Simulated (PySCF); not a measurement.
**A ladder of Hamiltonians for Os(66+) (osmium, charge +66)**

Occupied: 1s1/2, 2s1/2, 2p1/2, 2p3/2. Hartree-Fock calculated with PySCF 2.14 in an even-tempered Gaussian basis (19 s from 16 bohr⁻², ratio 2.3; 16 p from 20 bohr⁻², ratio 2.3), Gaussian nucleus throughout. NR is non-relativistic, sf-X2C the spin-free one-electron X2C Hamiltonian, X2C adds the bare one-electron spin-orbit term, X2C-SNSO screens it by Boettger's factors, DC is four-component Dirac-Coulomb, and the Gaunt and Breit terms are added at first order (total energies over the DC spinors, levels after relaxing the spinors in that mean field). QED terms are absent. Levels marked empty are virtual spinors of this ion.

| level (eV) | NR | sf-X2C | X2C | X2C-SNSO |
| --- | --- | --- | --- | --- |
| 1s1/2 | -73734.7 | -80256.5 | -80237.0 | -80238.1 |
| 2s1/2 | -16777.8 | -18668.4 | -18663.6 | -18663.8 |
| 2p1/2 | -16383.7 | -17029.6 | -18204.3 | -18167.3 |
| 2p3/2 | -16383.7 | -17029.6 | -16566.6 | -16578.1 |
| 3s1/2 (empty) | -7015.2 | -7615.3 | -7614.5 | -7614.5 |
| 3p1/2 (empty) | -6880.3 | -7142.7 | -7457.4 | -7447.7 |
| 3p3/2 (empty) | -6880.3 | -7142.7 | -7016.6 | -7019.8 |

Task: Where do the four-component calculations put these levels?

Result: 1s1/2: DC -80334.0, DC+Gaunt -80076.5, DC+Breit -80093.4; 2s1/2: DC -18677.8, DC+Gaunt -18649.3, DC+Breit -18651.3; 2p1/2: DC -18177.9, DC+Gaunt -18127.8, DC+Breit -18132.7; 2p3/2: DC -16587.6, DC+Gaunt -16554.7, DC+Breit -16559.7; 3s1/2 (empty): DC -7617.9, DC+Gaunt -7610.2, DC+Breit -7611.2; 3p1/2 (empty): DC -7450.4, DC+Gaunt -7437.4, DC+Breit -7439.1; 3p3/2 (empty): DC -7021.8, DC+Gaunt -7013.3, DC+Breit -7015.0 (eV).

```
Hamiltonian  E (hartree)  E − E(DC) (hartree)  CPU seconds
         NR  -10900.4470             850.3949         0.31
     sf-X2C  -11726.9223              23.9196         0.24
        X2C  -11746.0126               4.8293         0.24
   X2C-SNSO  -11744.9390               5.9029         0.24
         DC  -11750.8419               0.0000           12
   DC+Gaunt  -11735.3089              15.5330           22
   DC+Breit  -11736.6468              14.1951           65
```

Weight of the small component: 1s1/2 0.0827, 2s1/2 0.0194, 2p1/2 0.0193, 2p3/2 0.0175, 3s1/2 0.00767, 3p1/2 0.00761, 3p3/2 0.00713.

Koopmans' value for the highest occupied level at DC+Breit: 16559.7 eV, against an ionisation energy of 16560 ± 40 eV (theoretical estimate listed by NIST; NIST Atomic Spectra Database, ionization energies); the former lacks relaxation, correlation, QED and recoil.

The whole ladder took 100 s of wall time on 1 thread of Intel(R) Xeon(R) 6975P-C (shared host), launched as `OMP_NUM_THREADS=1 python relrun2.py TASK.json OUT` (a driver that calls PySCF for each Hamiltonian).

Dirac-Coulomb iterations, started from the X2C spinors:

```
with_ssss True, with_gaunt False, with_breit False
light speed = 137.03599967994
init E= -11658.8008151305
cycle= 1 E= -11750.8395225844  delta_E=  -92  |g|= 3.53  |ddm|= 0.122
cycle= 2 E= -11750.8418893222  delta_E= -0.00237  |g|= 0.0412  |ddm|= 0.00392
cycle= 3 E= -11750.8418909985  delta_E= -1.68e-06  |g|= 0.00105  |ddm|= 0.000144
cycle= 4 E= -11750.8418909997  delta_E= -1.16e-09  |g|= 5.62e-06  |ddm|= 3.2e-06
```
